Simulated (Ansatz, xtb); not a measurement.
# Ranking isomers of FH7Si2Sn

4 gas-phase structures of FH7Si2Sn, found in a search over its isomers (lower ones may exist). Each was relaxed with GFN2-xTB:

A. `F[SiH2][SnH2][SiH3]`, a singlet
B. `F[Si@H]([SiH3])[SnH3]`, a singlet
C. `[F][SnH]([SiH3])[SiH3]`, a singlet
D. `F[SiH2][SiH2][SnH3]`, a singlet

**Question.** Which do you expect lowest at r2SCAN-D4/def2-SVP, and how would the others follow?

**Answer.** Calculated order at r2SCAN-D4/def2-SVP: A (0.0), D (23.4), B (32.8), C (53.5) kJ/mol.

Energies above the lowest of each column, in kJ/mol; the last columns are at B3LYP-D3(BJ)/def2-SVP geometries (a dash: not run or not comparable):

```
structure  GFN2-xTB  HF/STO-3G  r2SCAN-D4/def2-SVP  B3LYP-D3(BJ)/def2-SVP  CCSD(T)/def2-SVP + ΔMP2/def2-TZVPP
        A       0.0        0.0                 0.0                    0.0                                 0.0
        D      61.4       31.9                23.4                   17.7                                23.1
        B      66.3       37.6                32.8                   29.7                                33.6
        C      78.0       79.8                53.5                   55.3                                   –
```

Every level run on A puts it lowest or level with the lowest. Flexible structures stand in one conformer each, not always the lowest. A keeps a small imaginary mode. Frequencies (B3LYP-D3(BJ)/def2-SVP) were run for A, B, D alone. Atoms past krypton carry core potentials in the def2 sets, without spin–orbit terms. ΔMP2 is the change of the MP2 energy from the smaller to the larger basis.

Over these structures GFN2-xTB departs from r2SCAN-D4/def2-SVP by 12.0 kJ/mol on average once a common shift is removed. A GFN2-xTB relaxation took about 0.11 s and the r2SCAN-D4/def2-SVP energy about 1.3 s on a shared host (Ansatz 0.2.0, xtb 6.7.1).
